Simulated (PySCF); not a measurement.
Species: C8H13N.
Cartesian coordinates in Å at the PBE0-D3(BJ)/def2-SVP level; atoms count from 1:
```xyz
22
C8H13N angstrom
C      3.0072    1.6312   -0.6699
C      2.0145    0.9718   -0.0657
C      1.0857    0.0434   -0.7432
C      1.5315   -0.8217   -1.6882
N     -0.2194    0.0941   -0.3134
C     -0.7957    1.2033    0.4289
C     -2.2896    1.0923    0.1361
C     -2.4860   -0.4052   -0.0806
C     -1.2258   -0.7964   -0.8420
H      3.6871    2.2726   -0.1035
H      3.1680    1.5477   -1.7486
H      1.8601    1.1110    1.0111
H      2.5960   -0.8695   -1.9133
H      0.8665   -1.5076   -2.2136
H     -0.6023    1.1112    1.5161
H     -0.3754    2.1697    0.1062
H     -2.9132    1.5081    0.9407
H     -2.5301    1.6392   -0.7903
H     -3.4081   -0.6531   -0.6256
H     -2.5187   -0.9285    0.8891
H     -0.9364   -1.8512   -0.6907
H     -1.3551   -0.6541   -1.9356
```

Level: PBE0/pcSseg-1 in PySCF, non-relativistic, on one gas-phase PBE0-D3(BJ)/def2-SVP geometry that isn't relaxed in the solvent. The solvent is an IEF-PCM continuum (Bondi radii, 1.10 Å for H, scaled by 1.2). Only the electrostatic response of the medium enters.

Gas phase at PBE0/pcSseg-1: HOMO -5.32 eV, LUMO -0.29 eV, dipole 2.05 D.

What does the continuum do to the energy, the frontier levels and the dipole at PBE0/pcSseg-1 in benzene and water?

```tsv
solvent	ε	E(solvent) − E(gas) (kJ/mol)	polarisation term (kJ/mol)	distortion of the solute (kJ/mol)	HOMO (eV)	LUMO (eV)	dipole (D)
benzene	2.271	-6.77	-7.21	0.44	-5.37	-0.35	2.39
water	78.36	-15.85	-18.33	2.48	-5.48	-0.46	2.82
```

The polarisation term is half the interaction of the solute with the surface charges that it induces; the rest is the cost of distorting the solute's density. The sum is the electrostatic part of solvation alone. From benzene to water the lowering changes by a factor 2.34, Onsager's factor (ε − 1)/(2ε + 1) by 2.14 and ε itself by 34.5.

Which radius a makes the point-dipole formula ΔE = −[(ε − 1)/(2ε + 1)]·μ²/a³ give the value in water, with the gas-phase dipole?

μ = 0.808 au and |ΔE| = 0.00604 Eh give a = 1.99 Å; the farthest nucleus lies 4.24 Å from the centroid of the nuclei, so such a sphere wouldn't even hold the nuclei. The formula assumes a rigid point dipole at the centre of a sphere.

Give the dipole vector in the frame of the coordinates (D, pointing from negative to positive charge), gas and water.

Gas (-1.70, 0.81, 0.82), solvent (-2.24, 1.18, 1.23). Its length changes by +37 % and its direction by 3°.

Which IAO charges (PBE0/pcSseg-1) respond most in benzene (means over atoms taken as equivalent)?

```tsv
atoms	environment	gas (e)	solvent (e)	change
C4	terminal =CH2 carbon	-0.441	-0.456	-0.015
H12	vinylic hydrogen	+0.144	+0.149	+0.005
H10	vinylic hydrogen	+0.149	+0.153	+0.004
C1	terminal =CH2 carbon	-0.301	-0.305	-0.004
C2	alkene CH carbon	-0.147	-0.150	-0.003
H17/H18/H19/H20	methylene hydrogen	+0.137	+0.139	+0.002
```

Which Mayer bond orders change most in benzene?

```csv
bond,length (Å),gas,solvent,change
C3–N5,1.375,1.018,1.030,+0.012
C3–C4,1.357,1.798,1.789,-0.009
N5–C6,1.454,0.921,0.916,-0.005
C9–N5,1.444,0.937,0.933,-0.004
C2–H12,1.097,0.939,0.937,-0.002
C1–H10,1.093,0.944,0.943,-0.001
C1–H11,1.094,0.951,0.950,-0.001
C7–H17,1.100,0.955,0.954,-0.001
```
